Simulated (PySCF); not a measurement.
Run record: excited-state job, `F[SiH2]N[SiH2]CC(F)F`.

Method: TDDFT PBE0/def2-SVPD, vertical, gas phase, core orbitals frozen in the response (PySCF 2.14.0, density-fitted response routines). Geometry: GFN2-xTB. A driver script takes a list of jobs; this job's settings line and coordinates (Å) are shown.

Command:
```bash
OMP_NUM_THREADS=1 python probes_run.py task.json out
```

Input:
```
{"job": {"kind": "uv", "xc": "PBE0", "basis": "def2-SVPD", "nstates": 8, "ntriplets": 3}, "charge": 0, "multiplicity": 1}
F      3.017734     1.788152    -0.048902
Si     2.703967     0.484010     0.831356
N      1.160599    -0.063904     0.282791
Si    -0.015478     0.784347    -0.655747
C     -1.454377    -0.423349    -0.987521
C     -2.194319    -0.808415     0.261041
F     -1.394034    -1.492456     1.126481
F     -3.229392    -1.652716    -0.005065
H      2.688681     0.955411     2.208011
H      3.729960    -0.491858     0.502932
H      0.863235    -0.941098     0.678850
H     -0.550321     1.951256     0.059548
H      0.548912     1.166058    -1.948912
H     -2.171536     0.040874    -1.660213
H     -1.101135    -1.335244    -1.467623
H     -2.610097     0.047876     0.811561
```

**Question.** Estimate the output.

**Answer.** 
```
coarse grid: 14704 points
cycle   1  E = -1012.9823395075  dE =  7.228e-01  |g| = 8.567e-01  |ddm| = 5.071e+00
cycle   2  E = -1012.8517396435  dE =  1.306e-01  |g| = 1.229e+00  |ddm| = 1.940e+00
cycle   3  E = -1013.1164529903  dE = -2.647e-01  |g| = 7.743e-02  |ddm| = 1.112e+00
cycle   4  E = -1013.1174590256  dE = -1.006e-03  |g| = 3.368e-02  |ddm| = 1.264e-01
cycle   5  E = -1013.1177153897  dE = -2.564e-04  |g| = 5.662e-03  |ddm| = 4.398e-02
cycle   6  E = -1013.1177225926  dE = -7.203e-06  |g| = 1.952e-03  |ddm| = 1.069e-02
final grid: 135048 points
cycle   7  E = -1013.2404225307  dE = -2.661e-05  |g| = 8.787e-03  |ddm| = 8.449e-02
cycle   8  E = -1013.2404042992  dE =  1.823e-05  |g| = 1.297e-02  |ddm| = 2.138e-02
cycle   9  E = -1013.2404391922  dE = -3.489e-05  |g| = 7.749e-04  |ddm| = 1.239e-02
cycle  10  E = -1013.2404393214  dE = -1.292e-07  |g| = 2.010e-04  |ddm| = 1.027e-03
cycle  11  E = -1013.2404393297  dE = -8.306e-09  |g| = 7.380e-05  |ddm| = 2.906e-04
cycle  12  E = -1013.2404393306  dE = -8.938e-10  |g| = 2.220e-05  |ddm| = 8.634e-05
converged SCF energy = -1013.2404393306

Static polarisability (au): isotropic 83.328, principal 74.020 77.790 98.173

Singlet excitations
state   eV       nm        f      main configurations
  1   6.3720    194.6   0.01152   H->L 0.98
  2   6.6789    185.6   0.00130   H->L+1 0.98
  3   7.0630    175.5   0.01037   H->L+2 0.91
  4   7.6127    162.9   0.00516   H->L+3 0.87
  5   7.9128    156.7   0.01526   H->L+5 0.78
  6   8.0960    153.1   0.02155   H->L+4 0.60, H->L+7 0.23, H->L+6 0.10
  7   8.2509    150.3   0.00410   H->L+7 0.59, H->L+4 0.18, H->L+8 0.10
  8   8.2653    150.0   0.03541   H->L+6 0.72, H->L+4 0.16

Triplet excitations (Tamm-Dancoff, eV): 6.1244 6.4195 6.8461
```

The SCF starts on a coarse grid where the log names one; the energy can jump when the final grid takes over, and dE then counts from the start density on the new grid. H and L stand for HOMO and LUMO; the number after each pair is its weight.

**Question.** Which computed singlet has the largest oscillator strength, and what do all of them sum to?

**Answer.** State 8 at 8.27 eV (150 nm), f = 0.035; the 8 states sum to 0.105.

**Question.** How does the lowest singlet excitation compare with the HOMO–LUMO gap?

**Answer.** HOMO -7.76 eV and LUMO 0.03 eV give a gap of 7.79 eV; S1 at 6.37 eV lies 1.42 eV below it.

In short: HOMO -7.76 eV, LUMO 0.03 eV; lowest singlet 6.37 eV; lowest triplet 6.12 eV (Tamm–Dancoff); mean polarisability 83.3 au.

Hardware: Arm Neoverse N1, one thread, shared host. Cost: 1.7 min wall, 1.0 GiB resident at most.

One conformer stands for the species.
Labels such as C1 count atoms from 1, the log's own numbers from 0.
